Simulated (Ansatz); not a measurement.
# Two structures, one formula

The two ends of one reaction step of SiH₅Cl₂OF, singlet (PBE0-D4/def2-TZVP).

A:

Si1  (-1.248, 0.446, -1.175)
H2  (-0.217, 1.024, -2.050)
Cl3  (-2.792, -0.207, -2.338)
Cl4  (1.338, 1.775, 0.736)
H5  (-1.787, 1.335, -0.136)
H6  (0.610, -1.379, 1.029)
F7  (-0.634, -0.857, -0.462)
H8  (2.059, -1.608, 1.500)
O9  (1.273, -1.080, 1.663)
H10  (1.397, 0.551, 1.232)
(Å)

B:

Si1  (-1.487, 1.086, -0.063)
H2  (2.216, -1.368, -2.046)
Cl3  (-1.368, -0.198, -1.611)
Cl4  (0.173, 2.241, 0.063)
H5  (-2.674, 1.940, -0.192)
H6  (0.262, -1.140, 1.550)
F7  (-1.616, 0.260, 1.287)
H8  (1.885, -1.382, -1.375)
O9  (1.068, -1.103, 1.029)
H10  (1.542, -0.336, 1.359)
(Å)

Ansatz 0.2.0; basis: def2-TZVPP; cores frozen in the correlated methods. B3LYP uses VWN-RPA correlation.

**Question.** Which structure is lower at CCSD(T), and by how much? (An estimate is asked for; the value comes from the calculation.)

**Answer.** Computed: B, by 11.37 kcal/mol (electronic energy, against the other). By their contacts, A is a complex of SiH₂ClF ([F][SiH2][Cl]) + HCl + H₂O and B is a complex of SiHCl₂F ([F][SiH]([Cl])[Cl]) + H₂O + H₂.

All methods give the same order:

| method | E(B) − E(A) (kcal/mol) |
| --- | --- |
| SPW92 | -5.62 |
| PBE-D4 | -10.55 |
| BLYP-D4 | -11.05 |
| r2SCAN-D4 | -12.19 |
| B97M-V | -12.70 |
| PBE0-D4 | -10.76 |
| B3LYP-D4 | -10.88 |
| r2SCAN0-D4 | -11.91 |
| BHLYP-D4 | -11.01 |
| CAM-B3LYP-D4 | -9.81 |
| wB97X-V | -11.50 |
| wB97M-V | -12.22 |
| B2PLYP | -10.94 |
| PBE-QIDH | -11.40 |
| RPA on PBE | -11.26 |
| HF | -11.75 |
| MP2 | -12.83 |
| CCSD | -11.05 |
| CCSD(T) | -11.37 |

T1 diagnostic: at most 0.010.

Labels in which every atom is bracketed show which atoms are joined, not bond orders.

For scale, one of the runs: CCSD(T)/def2-TZVPP, 258 basis functions, launched by `ansatz run in.yaml --threads 8 --pin off --events-out ev --progress --plain --max-ram 19148MiB`. Hardware: 8 CPU threads of an Arm Neoverse V2, shared host. Wall time 110 s; peak host memory 5.8 GiB.
